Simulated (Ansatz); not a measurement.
`[SeH][SiH2][TeH]` + `[NH2][AlH][GaH2]` → `[NH2][AlH][SiH2][TeH]` + `[GaH2][SeH]`  (redistribution)

Isolated molecules relaxed with PBE0-D4/def2-TZVP in Ansatz; ΔE leaves out vibrations. CBS: MP2 limit from def2 TZ/QZ plus the TZ coupled-cluster correction, frozen cores. DFT in def2-TZVPP. B3LYP here is the variant with VWN-RPA as its local correlation; programs differ in this. Elements past krypton have def2 core potentials. For Ga, Se, Te outer-core shells are correlated without core-valence functions, which leaves a few kJ/mol of doubt a bond. Scalar relativity is left out up to krypton. One conformer a species, not always the lowest.

```
             level  ΔE (kJ/mol)
           PBE0-D4        -54.8
          B3LYP-D4        -52.1
           ωB97X-V        -52.0
               PBE        -55.3
            r2SCAN        -57.7
   CCSD/def2-TZVPP        -53.7
CCSD(T)/def2-TZVPP        -55.5
SCS-MP2/def2-QZVPP        -50.0
```

Question: What does CCSD(T)/CBS give? (Estimate.)

Answer: The calculation gave: -52.1 kJ/mol. The listed levels differ from it by -2.7, 0.0, 0.1, -3.2, -5.6, -1.6, -3.4, 2.1 kJ/mol.

Largest T1 diagnostic among the species: 0.013.
